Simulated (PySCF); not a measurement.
PySCF 2.14 output of an unrestricted r2SCAN calculation on a single atom or ion in aug-cc-pwCVTZ, with the non-relativistic Hamiltonian (point nucleus):

```
SCF conv_tol = 1e-09
number electrons alpha = 5  beta = 2
    J. W. Furness, A. D. Kaplan, J. Ning, J. P. Perdew, and J. Sun.,  J. Phys. Chem. Lett. 11, 8208-8215 (2020)
    J. W. Furness, A. D. Kaplan, J. Ning, J. P. Perdew, and J. Sun.,  J. Phys. Chem. Lett. 11, 9248-9248 (2020)
    J. W. Furness, A. D. Kaplan, J. Ning, J. P. Perdew, and J. Sun.,  J. Phys. Chem. Lett. 11, 8208-8215 (2020)
    J. W. Furness, A. D. Kaplan, J. Ning, J. P. Perdew, and J. Sun.,  J. Phys. Chem. Lett. 11, 9248-9248 (2020)
cycle= 1 E= -37.8874850112008  delta_E= -0.00368  |g|= 0.0175  |ddm|= 0.218
cycle= 2 E= -37.8871249985775  delta_E= 0.00036  |g|= 0.027  |ddm|= 0.107
cycle= 3 E= -37.8877258291673  delta_E= -0.000601  |g|= 0.00177  |ddm|= 0.0658
cycle= 4 E= -37.887728573354  delta_E= -2.74e-06  |g|= 0.000295  |ddm|= 0.00457
cycle= 5 E= -37.887728682956  delta_E= -1.1e-07  |g|= 3.6e-05  |ddm|= 0.000944
cycle= 6 E= -37.8877286866354  delta_E= -3.68e-09  |g|= 6.21e-06  |ddm|= 0.000279
cycle= 7 E= -37.8877286866821  delta_E= -4.67e-11  |g|= 3.16e-07  |ddm|= 2.21e-05
converged SCF energy = -37.8877286866821  <S^2> = 3.7546956  2S+1 = 4.0023471
```

The run itself started from symmetry-adapted Hartree-Fock orbitals and held the occupation by maximum overlap, on a logarithmic radial grid, so the iterations belong to that start.

Which element, charge and spin multiplicity is this?

C⁻ (carbon, charge -1), multiplicity 4; the state was [He] 2s2 2p3, high-spin 4S determinant.

At r2SCAN the highest occupied level has a positive energy, so only the finite basis holds that electron; in a semilocal or global hybrid functional this comes from self-interaction and does not mean that the real anion is unbound.
